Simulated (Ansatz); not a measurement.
The cluster Ba₃Se₂. Total charge 0; singlet. Geometry PBE0-D4/def2-SVP.

```xyz
5

Ba   -2.9217   -0.3800   -0.6199
Ba    1.1629    1.7791    0.8602
Ba    0.8838   -2.7381   -0.8884
Se   -1.7510    2.0325    0.4643
Se    2.6260   -0.6934    0.1838
```

In the def2 sets Ba takes a core potential; there is no spin–orbit coupling. LC-ωPBE has ω = 0.4 bohr⁻¹. The restricted singlet is unstable towards broken spin symmetry in Hartree–Fock (as tested in another run); at PBE-D4/def2-TZVP, r2SCAN-D4/def2-TZVP, PBE0-D4/def2-SVP, PBE0-D4/def2-TZVP and others this wasn't settled. Another isomer (singlet) lies 1.01 eV lower at PBE0-D4/def2-TZVP; other spin states weren't run for this one.

Q: Estimate the orbital energies around the gap (eV) in Ansatz with PBE-D4/def2-TZVP, r2SCAN-D4/def2-TZVP, PBE0-D4/def2-SVP, PBE0-D4/def2-TZVP, LC-ωPBE/def2-TZVP.

A: 
```tsv
orbital	PBE-D4/def2-TZVP	r2SCAN-D4/def2-TZVP	PBE0-D4/def2-SVP	PBE0-D4/def2-TZVP	LC-ωPBE/def2-TZVP
HOMO−5	-4.40	-4.53	-5.29	-5.28	-7.57
HOMO−4	-4.35	-4.50	-5.28	-5.25	-7.52
HOMO−3	-4.34	-4.47	-5.25	-5.24	-7.48
HOMO−2	-4.29	-4.45	-5.17	-5.16	-7.42
HOMO−1	-4.23	-4.38	-5.10	-5.10	-7.35
HOMO	-2.82	-2.75	-3.23	-3.22	-4.52
LUMO	-1.80	-1.58	-1.35	-1.37	-0.15
LUMO+1	-1.70	-1.50	-1.18	-1.16	0.08
LUMO+2	-1.62	-1.41	-1.05	-1.04	0.27
LUMO+3	-1.44	-1.12	-0.87	-0.86	0.43
LUMO+4	-1.26	-0.99	-0.65	-0.64	0.60
LUMO+5	-1.07	-0.81	-0.50	-0.52	0.93
```
